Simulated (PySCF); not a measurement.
Ga(F)2(vinyl) (C2H3F2Ga), SMILES [F][Ga]([CH]=C)[F]. Atoms are numbered in the order given.

```xyz
8

Ga     0.0421    -0.3199     0.0000
F      0.9727    -1.8039     0.0000
F     -1.6886    -0.6084     0.0000
C      0.7572     1.4717     0.0000
C     -0.0675     2.5318     0.0000
H      1.8422     1.6229     0.0000
H      0.3142     3.5598     0.0000
H     -1.1571     2.4230     0.0000
```
Charge 0, spin multiplicity 1.

Geometry optimised at TPSSh-D3(BJ)/def2-SVP. The structure was generated by enumeration; whether it is a known compound was not checked. One conformer was computed; it need not be the lowest.

These are PySCF with B3LYP/pcSseg-1 values and carry that method's errors.

GIAO shieldings, no solvent; atoms listed in one row are averaged. δ = σ(ref) − σ: ¹⁹F against CFCl3 (σ = 161.7 ppm); ¹³C against TMS (σ = 181.3 ppm); ¹H against TMS (σ = 31.68 ppm), references at their B3LYP-D3(BJ)/def2-TZVP geometries, non-relativistic.

```
nucleus  atoms  count  δ (ppm)
-------  -----  -----  -------
¹⁹F         F2      1   -157.5
¹⁹F         F3      1   -168.6
¹³C         C5      1    160.3
¹³C         C4      1    137.4
¹H          H7      1     7.20
¹H          H8      1     7.00
¹H          H6      1     6.41
```
